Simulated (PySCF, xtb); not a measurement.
ZnH2, SMILES [ZnH2].

GFN2-xTB run with xtb at its own geometry gives an orbital gap of 7.58 eV and a dipole moment of 0.00 D.

The structure is a stationary point at PBE-D3(BJ)/def2-TZVPD. The isomer is the one that the SMILES or the coordinates give; other isomers of the formula were not compared.

**Question.** What does ωB97X/def2-TZVPD in PySCF give? (An estimate is asked for; the answer gives what the named calculation found.)

**Answer.** gap 11.22 eV (levels -10.44 and 0.78 eV), dipole 0.00 D.
